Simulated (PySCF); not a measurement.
Compound: [AuCl4]- (charge -1 and singlet state).
SMILES: `[Cl][Au-]([Cl])([Cl])[Cl]`

Computed with PBE0-D3(BJ)/def2-SVP geometry optimisation, gas phase, def2 core potentials past Kr in PySCF.

Masses are those of the commonest isotopes; rigid-rotor values at the optimised geometry. 

Question: Give the principal moments of inertia and the rotational constants in cm⁻¹.

Answer: Ia = 376.39, Ib = 376.47, Ic = 752.86 u·Å²; 505379 MHz·u·Å²/I gives 1343, 1342 and 671.3 MHz, that is A = 0.04479, B = 0.04478, C = 0.02239 cm⁻¹.

Question: Classify the top.

Answer: An oblate symmetric top, as the point group D4h requires two equal moments; Ray's κ = 0.999.

Question: What does the inertial defect say?

Answer: Planar: Δ = Ic − Ia − Ib = 0.00 u·Å². For a rigid frame Δ = −2 Σ m c², so it vanishes when all atoms lie in the ab plane; here none is more than 0.01 Å from it.

The point group D4h allows no dipole (computed: 0.00 D (about the centre of mass, as the species is charged)), so a rigid rotor has no electric-dipole lines.

No frequency check. The geometry's basis has no diffuse functions, a weakness for an anion. Zero-point vibration and centrifugal distortion are left out.

On one thread, Intel Xeon 6975P-C (x86_64), on a shared host, this took 30 s wall and 0.41 GiB of memory at its peak. These figures are those of the optimisation.
